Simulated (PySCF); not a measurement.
TiCl4: computed shieldings and shifts

TiCl4, Cl4Ti, point group Td.

Geometry (Å), atoms numbered from 1 in this order:
```xyz
5

Ti   -0.005    0.000    0.004
Cl    0.000   -0.019    2.159
Cl    2.024    0.008   -0.709
Cl   -1.014    1.765   -0.710
Cl   -1.005   -1.755   -0.744
```

GIAO calculations in PySCF 2.14 on the PBE0-D3(BJ)/def2-SVP structure: isolated species, non-relativistic, equivalent atoms averaged; basis pcSseg-1 (pcSseg-2 on Ti).

(1) Give the isotropic shieldings (ppm) with B3LYP, PBE, PBE0.

(2) And the chemical shifts, against references computed in the same way?

(3) Which part of the shielding of Ti1 depends on the functional?

Results:

(1) 
```tsv
atoms	environment	B3LYP	PBE	PBE0
Ti1	Ti bonded to 4 Cl	-1001	-987	-940
Cl2/Cl3/Cl4/Cl5	chlorine bonded to Ti	2	30	38
HOMO–LUMO gap (eV)	–	5.43	3.76	5.92
```

(2) 
```tsv
atoms	nucleus, reference	B3LYP	PBE	PBE0
Cl2/Cl3/Cl4/Cl5	³⁵Cl, HCl	929	904	905
```

(3) Diamagnetic: B3LYP 1608, PBE 1609, PBE0 1608 ppm; paramagnetic: B3LYP -2609, PBE -2597, PBE0 -2548 ppm. The diamagnetic part, set mainly by inner electrons, hardly moves; the paramagnetic part goes with low-lying magnetically allowed excitations and carries the spread.
